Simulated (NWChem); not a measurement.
**Correlation energy of stibine (H3Sb)**

```xyz
4

Sb     0.0006     0.0541     0.0000
H     -0.7203    -0.9130     1.2313
H     -0.7203    -0.9130    -1.2313
H      1.4123    -0.9348     0.0000
```
Charge 0, spin multiplicity 1.

Program: NWChem. All single points use one geometry, from B3LYP/def2-SVP with def2 effective core potentials on Sb, a minimum by its harmonic frequencies.

Basis set: def2-SVP. Each correlation energy counts from its own Hartree-Fock reference.

Effective core potentials replace the inner electrons of Sb; spin-orbit coupling is left out. The correlated methods keep 4 core orbitals frozen. Coupled-cluster values serve here as a point of comparison, not as the truth.

Task: One of these methods gave a correlation energy of -163.6 mHa. Which?
(A) SCS-MP2
(B) CR-CCSD(T)
(C) CCSD
(D) MP2

Result: B, CR-CCSD(T). The others give -133.1 (MP2), -160.3 (CCSD), -138.2 (SCS-MP2).
